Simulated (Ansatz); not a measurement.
**A relaxation, step by step**

SiH5BrO2, singlet, PBE0-D4/def2-TZVP (Ansatz 0.2.0). Settings:

```yaml
hamiltonian: {xc: pbe0, dispersion: d4}
relax: {f_tol: 0.005, max_steps: 200}
```

Start, a step off a saddle point along its unstable mode:

```
9
angstrom
Si -0.5289 -0.3192 0.2165
Br 0.3615 -2.3773 -0.5522
H -1.9238 -0.7564 -0.2117
H -0.2295 -0.5094 1.6513
O -0.7608 1.3498 0.0475
H 1.9710 -0.3945 -0.3293
O 1.2643 0.2582 -0.3743
H -1.6715 1.5862 -0.2633
H 1.5176 1.1627 -0.1846
```

| step | energy less the last (meV) | largest force component (eV/Å) |
| --- | --- | --- |
| 1 | 649.2 | 1.469 |
| 3 | 555.9 | 0.563 |
| 5 | 393.9 | 0.951 |
| 7 | 258.0 | 0.877 |
| 9 | 170.1 | 0.900 |
| 11 | 88.3 | 0.424 |
| 13 (rejected trial) | 90.3 | 1.082 |
| 15 | 50.5 | 0.224 |
| 17 (rejected trial) | 52.8 | 1.121 |
| 19 | 18.7 | 0.086 |
| 21 | 10.5 | 0.089 |
| 23 | 6.7 | 0.164 |
| 25 | 5.1 | 0.086 |
| 27 | 2.1 | 0.134 |
| 29 | 0.9 | 0.021 |
| 31 (rejected trial) | 0.7 | 0.070 |
| 33 | 0.2 | 0.018 |
| 35 | 0.0 | 0.022 |
| 37 | 0.0 | 0.005 |
| 38 | 0.0 | 0.003 |

Step 3, positions (Å) and forces (eV/Å):

```csv
atom,x,y,z,Fx,Fy,Fz
Si1,-0.542,-0.316,0.219,-0.008,0.112,-0.099
Br2,0.305,-2.333,-0.692,-0.156,0.164,0.015
H3,-1.937,-0.748,-0.048,-0.131,-0.097,0.069
H4,-0.173,-0.488,1.638,0.007,0.002,0.010
O5,-0.767,1.326,-0.100,0.551,-0.452,0.066
H6,1.985,-0.391,-0.256,-0.045,0.124,0.035
O7,1.276,0.260,-0.352,0.326,0.172,0.023
H8,-1.670,1.527,-0.305,-0.563,0.154,-0.108
H9,1.522,1.162,-0.104,0.020,-0.180,-0.011
```

Step 23, positions (Å) and forces (eV/Å):

```csv
atom,x,y,z,Fx,Fy,Fz
Si1,-1.075,-0.644,0.346,-0.036,0.077,-0.045
Br2,-0.869,-2.086,-1.318,0.024,-0.013,0.011
H3,-2.506,-0.668,0.726,0.021,0.013,0.031
H4,-0.172,-1.007,1.452,0.001,-0.019,-0.027
O5,-0.621,0.871,-0.123,-0.014,-0.068,0.026
H6,2.693,0.875,0.443,-0.034,-0.043,-0.098
O7,2.303,0.521,-0.361,-0.143,0.115,0.115
H8,-1.144,1.296,-0.807,0.019,-0.001,-0.002
H9,1.390,0.842,-0.356,0.164,-0.062,-0.011
```

Step 25, positions (Å) and forces (eV/Å):

```json
{"atom": "Si1", "x": "-1.082", "y": "-0.648", "z": "0.341", "Fx": "0.020", "Fy": "0.015", "Fz": "-0.044"}
{"atom": "Br2", "x": "-0.956", "y": "-2.096", "z": "-1.320", "Fx": "-0.001", "Fy": "-0.066", "Fz": "-0.083"}
{"atom": "H3", "x": "-2.491", "y": "-0.640", "z": "0.777", "Fx": "-0.086", "Fy": "0.000", "Fz": "0.055"}
{"atom": "H4", "x": "-0.145", "y": "-1.050", "z": "1.398", "Fx": "0.040", "Fy": "0.014", "Fz": "0.071"}
{"atom": "O5", "x": "-0.615", "y": "0.853", "z": "-0.147", "Fx": "0.080", "Fy": "-0.037", "Fz": "0.081"}
{"atom": "H6", "x": "2.702", "y": "0.912", "z": "0.463", "Fx": "0.034", "Fy": "0.021", "Fz": "0.045"}
{"atom": "O7", "x": "2.305", "y": "0.553", "z": "-0.332", "Fx": "0.021", "Fy": "-0.022", "Fz": "-0.032"}
{"atom": "H8", "x": "-1.110", "y": "1.255", "z": "-0.861", "Fx": "-0.049", "Fy": "0.071", "Fz": "-0.084"}
{"atom": "H9", "x": "1.393", "y": "0.862", "z": "-0.319", "Fx": "-0.059", "Fy": "0.005", "Fz": "-0.011"}
```

Last step (38):

Si1  (-1.121, -0.715, 0.311)
Br2  (-1.378, -2.169, -1.339)
H3  (-2.460, -0.522, 0.909)
H4  (-0.128, -1.230, 1.270)
O5  (-0.509, 0.706, -0.247)
H6  (2.682, 1.210, 0.558)
O7  (2.432, 0.727, -0.231)
H8  (-0.992, 1.166, -0.938)
H9  (1.475, 0.828, -0.295)
(Å)

The run took about 99 s on 4 CPU threads of an Arm Neoverse V2 (shared host).
